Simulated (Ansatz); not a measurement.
Start from `[Cl][Ga-]1([Cl])[O]C=CC=[O+]1` and change one atom or group to get `[F][Ga-]1([Cl])[O]C=CC=[O+]1`.

Ansatz, PBE0-D4/def2-TZVP geometries, multiplicity 1. 

Scalar relativity is left out up to krypton.

```
                                                                                  property  `[Cl][Ga-]1([Cl])[O]C=CC=[O+]1`
                                        size of the dipole moment (ωB97M-V/def2-TZVPP) / D                             5.67
                                                     HOMO energy (ωB97M-V/def2-TZVPP) / eV                           -10.28
                                                       HOMO energy (B3LYP/def2-TZVPP) / eV                            -7.97
                                                       HOMO–LUMO gap (PBE/def2-TZVPP) / eV                             3.38
ideal-gas entropy at 298 K and 1 bar (rigid rotor, harmonic PBE0-D4/def2-TZVP) / J/(mol·K)                              403
                                          size of the dipole moment (B3LYP/def2-TZVPP) / D                             5.64
```

(1) Give the same properties after the change, and the shifts. (Estimate.)

## Answers

(1) The calculation gave: 
```json
{"property": "size of the dipole moment (ωB97M-V/def2-TZVPP) / D", "`[F][Ga-]1([Cl])[O]C=CC=[O+]1`": "5.87", "shift": "0.20"}
{"property": "HOMO energy (ωB97M-V/def2-TZVPP) / eV", "`[F][Ga-]1([Cl])[O]C=CC=[O+]1`": "-10.36", "shift": "-0.08"}
{"property": "HOMO energy (B3LYP/def2-TZVPP) / eV", "`[F][Ga-]1([Cl])[O]C=CC=[O+]1`": "-8.05", "shift": "-0.08"}
{"property": "HOMO–LUMO gap (PBE/def2-TZVPP) / eV", "`[F][Ga-]1([Cl])[O]C=CC=[O+]1`": "3.42", "shift": "0.04"}
{"property": "ideal-gas entropy at 298 K and 1 bar (rigid rotor, harmonic PBE0-D4/def2-TZVP) / J/(mol·K)", "`[F][Ga-]1([Cl])[O]C=CC=[O+]1`": "397", "shift": "-6"}
{"property": "size of the dipole moment (B3LYP/def2-TZVPP) / D", "`[F][Ga-]1([Cl])[O]C=CC=[O+]1`": "5.86", "shift": "0.22"}
```

Dipoles are sizes alone; their direction can turn. Modes under 60 cm⁻¹, often nearly free rotors, make the harmonic entropy too high.

B3LYP here is the variant with VWN-RPA as its local correlation; programs differ in this.
